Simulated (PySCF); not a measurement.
# A failing input for IF⁻

```python
from pyscf import gto, scf
from pyscf.hessian import thermo

mol = gto.M(
    atom='I 0 0 0; F 0 0 2.329',
    basis='sbkjc',
    ecp={'I': 'sbkjc', 'F': 'sbkjc'},
    charge=-1,
    spin=1,
    symmetry=True,
    verbose=4,
)
mf = scf.UHF(mol)
mf.max_cycle = 1
mf.kernel()
hess = mf.Hessian().kernel()
print('wavenumber (cm^-1) =', thermo.harmonic_analysis(mol, hess)['freq_wavenumber'].round(1))
mf.dip_moment()
print('orbital energies (hartree):', [e[max(0, n-3):n+3].round(4) for e, n in zip(mf.mo_energy, mol.nelec)])
```

```bash
$ OMP_NUM_THREADS=1 python input.py
```

The log, shortened:

```
[earlier lines left out]
ecp = {'I': 'sbkjc', 'F': 'sbkjc'}

******** <class 'pyscf.scf.uhf_symm.SymAdaptedUHF'> ********
method = SymAdaptedUHF
initial guess = minao
damping factor = 0
level_shift factor = 0
DIIS = <class 'pyscf.scf.diis.CDIIS'>
diis_start_cycle = 1
diis_space = 8
diis_damp = 0
SCF conv_tol = 1e-09
SCF conv_tol_grad = None
SCF max_cycles = 1
direct_scf = True
direct_scf_tol = 1e-13
number electrons alpha = 8  beta = 7
Freeze 0 electrons in irreps []
    15 free electrons in irreps A1 E1x E1y
Set gradient conv threshold to 3.16228e-05
init E= -33.4096862911464

cycle= 1 E= -34.9446804645785  delta_E= -1.53  |g|= 0.562  |ddm|= 2.18
SCF not converged.
SCF energy = -34.9446804645785 after 1 cycles  <S^2> = 0.75  2S+1 = 2
wavenumber (cm^-1) = [419.9]

WARN: System has nonzero charge -1; the dipole moment is origin-dependent.
Location of origin: [0. 0. 0.]

Dipole moment(X, Y, Z, Debye):  0.00000,  0.00000, -2.61257
orbital energies (hartree): [array([-0.1228, -0.1228, -0.0472,  0.3684,  0.3684,  0.3717]), array([-0.245 , -0.1228, -0.1228, -0.0472,  0.3684,  0.3684])]
```

Q: Which setting is at fault, why, and what does a mended input give?

A: The cycle limit (1): the limit is below the number of cycles that the SCF needs. With this edit
```diff
- mf.max_cycle = 1
```
the run finishes: E(SCF) = -35.084496 Eh, 11 cycles, ⟨S²⟩ = 0.761, wavenumbers 309 cm⁻¹.

The basis has no diffuse functions, which an anion needs. The bond length is a typed value, not an optimised one, so the wavenumber is not that of the minimum. The dipole of an ion depends on the origin. No search for the lowest solution was made.
